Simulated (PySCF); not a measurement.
F2Mg, triplet, at a GFN2-xTB geometry (such geometries of metal compounds can be far from the true shape) (a higher spin typed on purpose: for a closed-shell molecule this is an excited state) (in this run its highest filled SCF level lies above zero, so its values depend strongly on the basis, on diffuse functions most of all). Base run: M062X/STO-3G (PySCF).

Geometry (Å):
```xyz
3

Mg     0.0000     0.0000     0.0000
F      0.0000     0.0000     1.8648
F      0.0000     0.0000    -1.8648
```
Charge 0, spin multiplicity 3.
Orbitals are unrestricted.
All else is at PySCF's defaults.
Base energy -394.15380 Eh.

Each row names what was changed in the base input (with any setting that the change needs).

| change | ΔE vs base (mEh) | SCF cycles | <S^2> | outcome |
|---|---|---|---|---|
| base | 0.000 | 25 | 2.008 | converged |
| DIIS = EDIIS | - | 50 | - | not converged |
| conv_tol = 1e-4 | 0.016 | 4 | 2.008 | converged |
| solver = newton | 0.000 | - | 2.008 | converged |
| init_guess = atom | 0.049 | 9 | 2.008 | converged |
| init_guess = sap | 0.001 | 12 | 2.008 | converged |
| init_guess = vsap | 0.000 | 23 | 2.008 | converged |
| init_guess = huckel | 23.140 | 8 | 2.000 | another SCF solution |
| conv_tol = 1e-7 | 0.016 | 6 | 2.008 | converged |
| conv_tol = 1e-6 | 0.016 | 6 | 2.008 | converged |
| diis = off; damp = 0.6 (with mf.diis_start_cycle = 200; with mf.max_cycle = 150) | - | 150 | - | not converged |
| diis = off; damp = 0.3 (with mf.diis_start_cycle = 200; with mf.max_cycle = 150) | - | 150 | - | not converged |
| diis_space = 12 | 0.000 | 28 | 2.008 | converged |

A guess, shift, damping, solver or small numerical setting can't move a converged solution much, so rows marked as another SCF solution ended in a different state.

Open shells are given as the SCF converged; they aren't shown to be the lowest states, and a large step between rows can be another state.
